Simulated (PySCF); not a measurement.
**Orbital levels and atomic charges**

System: (5,4) BP nanotube piece (B21P21H18).

Cartesian coordinates (Å):
```
  1 B     4.1601    0.2520   -0.5952
  2 P     3.7462    2.0501   -0.8214
  3 B     3.8448    0.5734    2.5105
  4 P     3.8724    2.4020    2.3033
  5 B     2.9229    2.4731   -2.4075
  6 P     1.7944    3.9207   -2.5125
  7 B     3.0211    2.8429    0.7049
  8 P     1.5384    3.9627    0.6160
  9 B     0.6656    3.9251   -1.0279
 10 P    -1.1878    3.9358   -1.1624
 11 B     0.4801    3.9284    2.1222
 12 P    -1.3442    3.8127    2.0368
 13 B    -1.8609    3.3069   -2.7527
 14 P    -3.4639    2.4114   -2.8220
 15 B    -2.0273    3.3085    0.3780
 16 P    -3.4627    2.1321    0.2786
 17 B    -2.0830    3.0246    3.5234
 18 P    -3.6495    2.0717    3.3995
 19 B    -3.6308    1.2715   -1.3602
 20 P    -4.0078   -0.5427   -1.4831
 21 B    -3.6761    1.0986    1.8129
 22 P    -3.9358   -0.7398    1.7323
 23 B    -3.4994   -1.3115   -3.0743
 24 P    -2.8723   -3.0397   -3.1405
 25 B    -3.5073   -1.4612    0.0654
 26 P    -2.5437   -3.0468   -0.0528
 27 B    -3.2350   -1.6156    3.1885
 28 P    -2.5106   -3.2990    3.0460
 29 B    -1.7257   -3.3181   -1.6999
 30 P     0.0398   -3.8773   -1.8542
 31 B    -1.5402   -3.4341    1.4644
 32 P     0.2342   -3.9751    1.3637
 33 B     0.8233   -3.3132   -3.4172
 34 P     2.6279   -3.0092   -3.5187
 35 B     1.0290   -3.6316   -0.2902
 36 P     2.7970   -3.0544   -0.3735
 37 B     1.2072   -3.4929    2.8449
 38 P     2.9995   -3.0938    2.7428
 39 B     3.2739   -2.2357   -1.9671
 40 P     4.5832   -0.8999   -2.0059
 41 B     3.3623   -2.1737    1.1717
 42 P     4.2387   -0.5329    1.0985
 43 H     3.6686    0.1263    3.5804
 44 H     3.1061    2.8974    3.3404
 45 H     3.1895    1.8915   -3.3900
 46 H     1.0174    3.6992   -3.6331
 47 H     0.9826    3.9315    3.1833
 48 H    -1.3178    3.5574   -3.7611
 49 H    -3.4169    1.6526   -3.9755
 50 H    -1.5856    3.1858    4.5715
 51 H    -3.6425    1.1865    4.4602
 52 H    -3.6566   -0.7356   -4.0837
 53 H    -2.1471   -3.1242   -4.3138
 54 H    -3.3089   -1.1289    4.2525
 55 H    -1.6446   -3.4199    4.1158
 56 H     0.1794   -3.2251   -4.3926
 57 H     2.8386   -2.1336   -4.5689
 58 H     0.6974   -3.4996    3.9007
 59 H     3.2662   -2.2640    3.8147
 60 H     4.2764   -0.2032   -3.1659
```

Method: PBE0/6-31G*, gas phase, PySCF, fitting set def2-universal-JFIT up to Ne and JKFIT beyond, grid level 1.

Problem. Give the orbital energies near the gap.

Solution. 
| orbital | eV |
| --- | --- |
| HOMO-4 | -7.00 |
| HOMO-3 | -6.49 |
| HOMO-2 | -6.47 |
| HOMO-1 | -6.41 |
| HOMO | -6.29 |
| LUMO | -2.65 |
| LUMO+1 | -2.50 |
| LUMO+2 | -2.48 |
| LUMO+3 | -2.41 |

Problem. Give the partial charges of the non-hydrogen atoms.

Solution. 
| atom | Mulliken | IAO | Hirshfeld |
| --- | --- | --- | --- |
| B1 | -0.17 | -0.40 | -0.01 |
| P2 | 0.17 | 0.41 | 0.01 |
| B3 | -0.12 | -0.34 | 0.01 |
| P4 | 0.02 | 0.29 | 0.02 |
| B5 | -0.12 | -0.34 | 0.01 |
| P6 | 0.02 | 0.29 | 0.02 |
| B7 | -0.17 | -0.41 | -0.01 |
| P8 | 0.17 | 0.41 | 0.02 |
| B9 | -0.18 | -0.42 | -0.02 |
| P10 | 0.19 | 0.41 | 0.02 |
| B11 | -0.14 | -0.35 | 0.01 |
| P12 | 0.16 | 0.42 | 0.02 |
| B13 | -0.14 | -0.35 | 0.01 |
| P14 | 0.03 | 0.30 | 0.02 |
| B15 | -0.21 | -0.44 | -0.02 |
| P16 | 0.20 | 0.42 | 0.02 |
| B17 | -0.13 | -0.34 | 0.01 |
| P18 | 0.03 | 0.30 | 0.02 |
| B19 | -0.18 | -0.42 | -0.02 |
| P20 | 0.19 | 0.41 | 0.01 |
| B21 | -0.18 | -0.41 | -0.01 |
| P22 | 0.19 | 0.41 | 0.01 |
| B23 | -0.14 | -0.34 | 0.01 |
| P24 | 0.03 | 0.30 | 0.02 |
| B25 | -0.21 | -0.43 | -0.02 |
| P26 | 0.19 | 0.42 | 0.02 |
| B27 | -0.13 | -0.34 | 0.01 |
| P28 | 0.03 | 0.30 | 0.02 |
| B29 | -0.18 | -0.41 | -0.01 |
| P30 | 0.19 | 0.41 | 0.02 |
| B31 | -0.17 | -0.41 | -0.01 |
| P32 | 0.19 | 0.41 | 0.01 |
| B33 | -0.13 | -0.35 | 0.00 |
| P34 | 0.03 | 0.31 | 0.03 |
| B35 | -0.21 | -0.43 | -0.02 |
| P36 | 0.20 | 0.41 | 0.01 |
| B37 | -0.13 | -0.34 | 0.01 |
| P38 | 0.03 | 0.30 | 0.03 |
| B39 | -0.16 | -0.41 | -0.02 |
| P40 | 0.03 | 0.27 | 0.01 |
| B41 | -0.17 | -0.41 | -0.01 |
| P42 | 0.18 | 0.40 | 0.01 |
